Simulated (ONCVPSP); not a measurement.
# manganese (Mn): one change to an ONCV potential, before and after

```
Element                 : manganese
Generator               : ONCVPSP 4.0.1
Type                    : optimised norm-conserving Vanderbilt (ONCV)
Functional              : PBEsol
Relativity              : non-relativistic
Frozen core             : [Ar]
Valence charge          : 7
Reference configuration : 3d5 4s2
Partial waves           : 4s: rc 1.90 bohr, ncon 3, nbas 7, qcut 3.5 1/bohr, 2 projectors, debl 2.1 Ha; p scattering state at 0.4 Ha: rc 1.95 bohr, ncon 3, nbas 7, qcut 4.6 1/bohr, 2 projectors, debl 2.6 Ha; 3d: rc 1.60 bohr, ncon 3, nbas 8, qcut 10.3 1/bohr, 2 projectors, debl 4 Ha
Local potential         : polynomial inside 1.15 bohr (lpopt 2, dvloc0 1 Ha)
Core correction         : polynomial model core, fcfact 0.65
```

Change: local potential polynomial inside 1.20 bohr (lpopt 2, dvloc0 0 Ha).

Cutoffs: the cutoffs (Ha) at which the residual kinetic energy of the hardest occupied pseudo-wave falls to 1 and 0.1 mHa per electron; they do not see the model core or the augmentation charge, which bear on the density cutoff. Errors are all-electron minus pseudo energies relative to the spin-unpolarised reference configuration.

**Question.** What does the change do?

**Answer.** The potential gets neither clearly harder nor softer (38 Ha and 44 Ha → 38 Ha and 44 Ha); the lowest positive-energy flag moves from s at 50.7 eV to s at 11.9 eV; the errors of the 4 common tests hardly move; the range in which the s phases agree narrows (upper end 4.3 → 0.3); neither file shows a bound ghost.

```tsv
quantity	base	changed
cutoff, loose	38 Ha	38 Ha
cutoff, tight	44 Ha	44 Ha
bound ghosts	none	none
GHOST(+) flags under 300 eV	s at 50.7 eV, p at 115.2 eV	s at 11.9 eV, p at 114.0 eV
error for 3d5 4s1, meV [ΔE 8.32 eV]	-7.1	-6.6
error for 3d5 4s0, meV [ΔE 23.65 eV]	-43	-43
error for 3d4 4s0, meV [ΔE 56.33 eV]	-155	-155
error for 3d6 4s0, meV [ΔE 6.37 eV]	-199	-199
s: phases at 1.92 bohr within 0.05 rad from the reference energy up to (Ha; the scan ends near 5)	4.3	0.3
p: phases at 1.98 bohr within 0.05 rad from the reference energy up to (Ha; the scan ends near 5)	4.0	3.9
d: phases at 1.63 bohr within 0.05 rad from the reference energy up to (Ha; the scan ends near 5)	to the end of the scan	to the end of the scan
rms error of d²Exc/dni dnj with the model core, mHa	3.18	3.18
```
